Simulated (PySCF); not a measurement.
# How methods differ on the excitation energy of Os⁺

Os⁺ [Xe] 4f14 5d6 6s1 (6D) → Os⁺ [Xe] 4f14 5d5 6s1 6p1 (8P), as a difference of total energies. Computed with PySCF 2.14 in aug-cc-pVDZ-PP with ECP60MDF, with scalar relativity through the core potential. Correlated levels: valence: 5s2 5p6 frozen. The calculations carry no spin-orbit coupling.

```json
{"method": "UHF", "excitation energy (eV)": "3.328"}
{"method": "MP2 (valence)", "excitation energy (eV)": "4.328"}
{"method": "SCS-MP2 (valence)", "excitation energy (eV)": "4.636"}
{"method": "CCSD (valence)", "excitation energy (eV)": "4.324"}
{"method": "CCSD(T) (valence)", "excitation energy (eV)": "4.360"}
```

How much does correlation contribute at CCSD(T) (valence)?

4.360 − (3.328) = 1.032 eV, measured against UHF.
